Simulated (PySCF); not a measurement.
Numbering as in the mapped SMILES `[CH3:1][c:2]1[cH:3][cH:4][o:5][c:6]1[N:7]([SiH3:8])[SiH3:9]`. Each H is labelled by its parent atom.

[PySCF 2.14.0 with density-fitted response routines: PBE0/pcSseg-1 with gauge-including orbitals; GFN2-xTB structure; one computed conformer; no solvent model; equivalent nuclei averaged; non-relativistic]

Predict the 2D correlation tables (HSQC, COSY, HMBC).

## Answers



HSQC (one-bond C–H):
| δH | δC |
| --- | --- |
| 7.02 (H(C4)) | 137.0 (C4) |
| 6.43 (H(C3)) | 123.0 (C3) |
| 2.39 (H(C1)) | 12.8 (C1) |

COSY cross peaks (H two or three bonds apart, from the bond graph; peaks can be absent where the dihedral angle is near 90°):
| δH | δH |
| --- | --- |
| 7.02 (H(C4)) | 6.43 (H(C3)) |

HMBC (two and three bonds, from the bond graph):
| δH | δC |
| --- | --- |
| 7.02 (H(C4)) | 158.2 (C6), 123.0 (C3), 101.0 (C2) |
| 6.43 (H(C3)) | 158.2 (C6), 137.0 (C4), 101.0 (C2), 12.8 (C1) |
| 4.93 (H(Si8)/H(Si9)) | 158.2 (C6) |
| 2.39 (H(C1)) | 158.2 (C6), 123.0 (C3), 101.0 (C2) |

Scale: TMS for $^{1}$H and $^{13}$C (reference shieldings calculated alike).

Short H···H contacts in this conformer between protons four or more bonds apart (candidates for NOE cross peaks, intensity ∝ r⁻⁶): H(C1)···H(Si9) 2.53 Å, H(C1)···H(C3) 2.73 Å.

Shifts are as computed. Against solution values, carbons near 30 ppm lie about +3 ppm off and those near 130 ppm about +5 ppm. Of 1309 compounds with measured shifts, 239 miss one by over three times the rms of a fit or turn the order of signals round; such compounds aren't used in these exercises.
